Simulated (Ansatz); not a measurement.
Two isomers of CH9GeNSi: A = `N[CH]([SiH3])[GeH3]`, B = `C[NH][GeH2][SiH3]`.

Calculated with Ansatz (gas phase, PBE0-D4/def2-TZVP geometries, no zero-point term in ΔE). CCSD(T)/CBS adds triple-zeta CCSD(T) − MP2 to the extrapolated MP2 energy (def2 sets, frozen cores). DFT in def2-TZVPP. B3LYP here is the variant with VWN-RPA as its local correlation; programs differ in this. For Ge outer-core shells are correlated without core-valence functions, which leaves a few kJ/mol of doubt a bond. Scalar relativity is left out up to krypton. One conformer a species, not always the lowest.

Task: Which isomer does CCSD(T)/CBS put lower? Give the gap. (Estimate.)

Result: Computed: B, by 38.4 kJ/mol.

Task: Give E(B) − E(A) in kJ/mol with ωB97M-V, B3LYP, PBE-D4, MP2/def2-TZVPP, B2PLYP, B3LYP-D4, CCSD/def2-TZVPP. (Best estimate.)

Result: Ansatz gave: ωB97M-V -36.1, B3LYP -48.8, PBE-D4 -45.8, MP2/def2-TZVPP -36.5, B2PLYP -44.6, B3LYP-D4 -44.9, CCSD/def2-TZVPP -41.5. None reverses the order clearly.

Largest T1 diagnostic: 0.012.

The D4 term adds +3.9 kJ/mol with B3LYP and +1.8 kJ/mol with PBE0; it sums over pairs of atoms, weighted by their polarisabilities, and B3LYP, whose exchange is more repulsive, gets the larger term. In def2-TZVPP, CCSD(T) changes the Hartree–Fock value by +9.1 kJ/mol (the triples alone add +1.0 kJ/mol) and MP2 by +13.0 kJ/mol.
